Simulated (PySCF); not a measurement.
An element was calculated at PBE (PySCF 2.14, spin-free X2C, a triple-zeta basis, no spin-orbit coupling), in the ground configurations that NIST lists.

```
electron affinity          : 1.420 eV
first ionisation energy    : 7.268 eV
second ionisation energy   : 14.228 eV
third ionisation energy    : 30.684 eV
polarisability of the atom : 61.5 bohr³
```

Which element is it?

Tin (Sn, Z = 50), in aug-cc-pwCVTZ-DK3. NIST lists 7.344, 14.633, 30.506 eV for these ionisation energies.
